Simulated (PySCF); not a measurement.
**Electric properties by functional and basis**

Compound: C4H5B.
InChI=1S/C4H5B/c1-2-3-4-5/h1,3-4H,5H2/b4-3-

PySCF, dipoles from the SCF density, polarisabilities from static response with core orbitals frozen. Isolated species at its PBE0-D3(BJ)/def2-SVP geometry, gas phase.

The anisotropy is √(½[(α1 − α2)² + (α2 − α3)² + (α3 − α1)²]).

```tsv
level	μ (D)	α (au)	anisotropy (au)
LDA/def2-SVPD	1.552	69.52	55.85
PBE/def2-SVPD	1.522	68.72	55.80
B3LYP/def2-SVPD	1.365	67.42	54.25
PBE0/def2-SVPD	1.349	66.65	53.42
BHandHLYP/def2-SVPD	1.207	65.51	52.23
CAM-B3LYP/def2-SVPD	1.256	66.13	52.24
wB97X-D/def2-SVPD	1.215	66.41	51.70
LC-wPBE/def2-SVPD	1.150	63.96	49.62
HF/def2-SVPD	1.054	64.35	50.97
PBE0/6-31G*	1.462	54.11	61.02
PBE0/def2-SVP	1.403	57.71	58.85
PBE0/6-31+G*	1.372	62.70	58.69
PBE0/aug-cc-pVDZ	1.312	68.26	53.94
PBE0/def2-TZVP	1.343	64.65	56.06
PBE0/def2-TZVPD	1.314	68.18	53.73
```

The dipole runs from 1.05 D (HF/def2-SVPD) to 1.55 D (LDA/def2-SVPD). No reference polarisability is at hand; against PBE0 in the largest diffuse basis at hand (def2-TZVPD) the other PBE0 rows deviate by 6-31G* -21%, def2-SVP -15%, 6-31+G* -8%, def2-SVPD -2%, aug-cc-pVDZ 0%, def2-TZVP -5%. In one basis (def2-SVPD) the functionals order the polarisability from LC-wPBE (lowest) to LDA (highest), a spread of 9%. With PBE0 the polarisability is 58.82 au without diffuse functions (mean of 6-31G*, def2-SVP and def2-TZVP) and 66.45 au with them (mean of 6-31+G*, def2-SVPD, aug-cc-pVDZ and def2-TZVPD).
